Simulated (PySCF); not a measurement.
Mg(I)(SMe) (CH3IMgS), SMILES C[S][Mg][I]. Atoms are numbered in the order given.

```xyz
7

Mg    -0.0085    -0.5990    -0.5815
I      0.4602     0.9794     1.3756
S     -0.3904    -2.0440    -2.3282
C     -1.8999    -1.3740    -3.1238
H     -2.7676    -1.3909    -2.4497
H     -2.1222    -2.0279    -3.9782
H     -1.7518    -0.3549    -3.5073
```

The structure is a stationary point at PBE0-D3(BJ)/def2-SVP. The def2 effective core potentials stand for the cores of I; spin–orbit coupling is left out. One conformer was computed; it need not be the lowest.

Computed with PBE/def2-TZVP (PySCF).

ESP charges are fitted to the potential on shells at 1.4 to 2.0 van der Waals radii. Atomic charges (e):

| atom | ESP fit | Löwdin | Mulliken |
|---|---|---|---|
| Mg1 | 0.63 | -0.10 | 0.63 |
| I2 | -0.32 | 0.09 | -0.36 |
| S3 | -0.37 | 0.20 | -0.35 |
| C4 | -0.46 | -0.53 | -0.36 |
| H5 | 0.16 | 0.11 | 0.14 |
| H6 | 0.21 | 0.12 | 0.15 |
| H7 | 0.15 | 0.11 | 0.14 |
